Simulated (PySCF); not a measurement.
C5H9O3 (SMILES CC(=O)OC(C)C[O]), doublet, at a GFN2-xTB geometry, with bond 16-7 at 1.3 times its length; CAMB3LYP/STO-3G in PySCF.

The PySCF input:
```python
from pyscf import gto, scf, dft

mol = gto.Mole()
mol.atom = '''
    C     2.808608    0.181649    0.679217
    C     1.466081   -0.294951    0.200290
    O     1.189667   -1.457400    0.006689
    O     0.626924    0.713669    0.015478
    C    -0.677584    0.465303   -0.528362
    C    -1.456226    1.769435   -0.455420
    C    -1.434000   -0.647658    0.254024
    O    -2.562244   -1.026480   -0.262298
    H     3.513512    0.120753   -0.148131
    H     2.741842    1.209155    1.021768
    H     3.164166   -0.470532    1.472373
    H    -0.568952    0.136837   -1.569335
    H    -1.528872    2.103176    0.576894
    H    -0.961259    2.539141   -1.041404
    H    -2.455205    1.594793   -0.844589
    H    -0.481103   -1.773595    0.202098
    H    -1.480281   -0.400542    1.340884
'''
mol.basis = 'sto-3g'
mol.charge = 0
mol.spin = 1
mol.verbose = 4
mol.build()

mf = dft.UKS(mol)
mf.xc = 'camb3lyp'
mf.DIIS = scf.EDIIS
mf.kernel()
```

It wrote (shortened):

```
PySCF version 2.14.0

[INPUT] verbose = 4
[INPUT] num. atoms = 17
[INPUT] num. electrons = 63
[INPUT] charge = 0
[INPUT] spin (= nelec alpha-beta = 2S) = 1
[INPUT] symmetry False subgroup None
[INPUT] Mole.unit = angstrom
[INPUT] Symbol           X                Y                Z      unit          X                Y                Z       unit  Magmom
[...]
nuclear repulsion = 391.119568751481
number of shells = 33
number of NR pGTOs = 147
number of NR cGTOs = 49
basis = sto-3g
ecp = {}

******** <class 'pyscf.dft.uks.UKS'> ********
method = UKS
initial guess = minao
damping factor = 0
level_shift factor = 0
DIIS = <class 'pyscf.scf.diis.EDIIS'>
diis_start_cycle = 1
diis_space = 8
diis_damp = 0
SCF conv_tol = 1e-09
SCF conv_tol_grad = None
SCF max_cycles = 50
direct_scf = True
direct_scf_tol = 1e-13
number electrons alpha = 32  beta = 31
XC library pyscf.dft.libxc version 7.1.2
    S. Lehtola, C. Steigemann, M. J. T. Oliveira, and M. A. L. Marques,  SoftwareX 7, 1–5 (2018)
XC functionals = camb3lyp
    T. Yanai, D. P. Tew, and N. C. Handy,  Chem. Phys. Lett. 393, 51 (2004)
radial grids:
    Treutler-Ahlrichs [JCP 102, 346 (1995); DOI:10.1063/1.469408] (M4) radial grids

becke partition: Becke, JCP 88, 2547 (1988); DOI:10.1063/1.454033
pruning grids: <function nwchem_prune>
grids dens level: 3
symmetrized grids: False
atomic radii adjust function: <function treutler_atomic_radii_adjust>
small_rho_cutoff = 0
Set gradient conv threshold to 3.16228e-05
tot grids = 201112
init E= -417.058517752587

cycle= 1 E= -415.411257288157  delta_E= 1.65  |g|= 0.681  |ddm|= 3.73
cycle= 2 E= -414.462323316489  delta_E= 0.949  |g|= 1.46  |ddm|= 2.56
cycle= 3 E= -415.537791546669  delta_E= -1.08  |g|= 0.491  |ddm|= 2.34
cycle= 4 E= -415.624775383257  delta_E= -0.087  |g|= 0.394  |ddm|= 0.302
cycle= 5 E= -415.624775377717  delta_E= 5.54e-09  |g|= 0.394  |ddm|= 1.47e-08
cycle= 6 E= -415.624775478328  delta_E= -1.01e-07  |g|= 0.394  |ddm|= 2.66e-07
cycle= 7 E= -415.624775383816  delta_E= 9.45e-08  |g|= 0.394  |ddm|= 2.48e-07
cycle= 8 E= -415.624775383226  delta_E= 5.9e-10  |g|= 0.394  |ddm|= 4.6e-09
cycle= 9 E= -415.624775383377  delta_E= -1.51e-10  |g|= 0.394  |ddm|= 4.7e-10
cycle= 10 E= -415.594970113115  delta_E= 0.0298  |g|= 0.498  |ddm|= 0.366
cycle= 11 E= -413.213973614198  delta_E= 2.38  |g|= 1.53  |ddm|= 2.66
cycle= 12 E= -415.121773308612  delta_E= -1.91  |g|= 0.755  |ddm|=    3
cycle= 13 E= -415.290866337336  delta_E= -0.169  |g|= 0.635  |ddm|= 0.521
[...]
cycle= 20 E= -409.564756829381  delta_E= 5.73  |g|=  2.1  |ddm|=  4.5
cycle= 21 E= -414.741676879901  delta_E= -5.18  |g|= 0.927  |ddm|= 4.66
cycle= 22 E= -414.865366089003  delta_E= -0.124  |g|= 0.85  |ddm|= 0.402
cycle= 23 E= -414.865366089085  delta_E= -8.23e-11  |g|= 0.85  |ddm|= 1.26e-10
cycle= 24 E= -414.865366080973  delta_E= 8.11e-09  |g|= 0.85  |ddm|= 1.21e-08
cycle= 25 E= -414.865366116489  delta_E= -3.55e-08  |g|= 0.85  |ddm|= 5.27e-08
cycle= 26 E= -414.865366089005  delta_E= 2.75e-08  |g|= 0.85  |ddm|= 4.08e-08
cycle= 27 E= -414.865366089121  delta_E= -1.16e-10  |g|= 0.85  |ddm|= 1.73e-10
cycle= 28 E= -414.865366087904  delta_E= 1.22e-09  |g|= 0.85  |ddm|= 1.81e-09
cycle= 29 E= -400.788982248477  delta_E= 14.1  |g|= 2.61  |ddm|= 6.68
cycle= 30 E= -411.11094400895  delta_E= -10.3  |g|= 2.48  |ddm|= 7.75
cycle= 31 E= -414.474494524719  delta_E= -3.36  |g|= 1.05  |ddm|= 3.15
cycle= 32 E= -414.474494523657  delta_E= 1.06e-09  |g|= 1.05  |ddm|= 1.69e-09
cycle= 33 E= -414.474494524135  delta_E= -4.78e-10  |g|= 1.05  |ddm|= 7.61e-10
cycle= 34 E= -414.474494525411  delta_E= -1.28e-09  |g|= 1.05  |ddm|= 2.04e-09
cycle= 35 E= -414.474494521418  delta_E= 3.99e-09  |g|= 1.05  |ddm|= 6.37e-09
cycle= 36 E= -414.474494508876  delta_E= 1.25e-08  |g|= 1.05  |ddm|= 2e-08
cycle= 37 E= -414.474494524615  delta_E= -1.57e-08  |g|= 1.05  |ddm|= 2.51e-08
cycle= 38 E= -399.934156580093  delta_E= 14.5  |g|= 2.67  |ddm|= 6.93
cycle= 39 E= -409.1854660804  delta_E= -9.25  |g|= 2.56  |ddm|= 8.37
cycle= 40 E= -414.425714149133  delta_E= -5.24  |g|= 1.12  |ddm|= 4.36
cycle= 41 E= -414.425714176128  delta_E= -2.7e-08  |g|= 1.12  |ddm|= 5.41e-08
cycle= 42 E= -414.425714149071  delta_E= 2.71e-08  |g|= 1.12  |ddm|= 5.42e-08
cycle= 43 E= -414.42571414319  delta_E= 5.88e-09  |g|= 1.12  |ddm|= 1.18e-08
cycle= 44 E= -414.425714149194  delta_E= -6e-09  |g|= 1.12  |ddm|= 1.2e-08
cycle= 45 E= -414.425714149133  delta_E= 6.09e-11  |g|= 1.12  |ddm|= 1.19e-10
cycle= 46 E= -414.425714149134  delta_E= -4.55e-13  |g|= 1.12  |ddm|= 1.85e-13
cycle= 47 E= -399.152630758736  delta_E= 15.3  |g|= 2.82  |ddm|= 6.93
cycle= 48 E= -406.166159627809  delta_E= -7.01  |g|= 2.93  |ddm|= 8.83
cycle= 49 E= -414.234179552555  delta_E= -8.07  |g|= 1.26  |ddm|= 5.24
cycle= 50 E= -414.234179610109  delta_E= -5.76e-08  |g|= 1.26  |ddm|= 1.82e-07
SCF not converged.
SCF energy = -414.234179610109 after 50 cycles  <S^2> = 0.75347061  2S+1 = 2.0034676
```

Convergence was not reached.
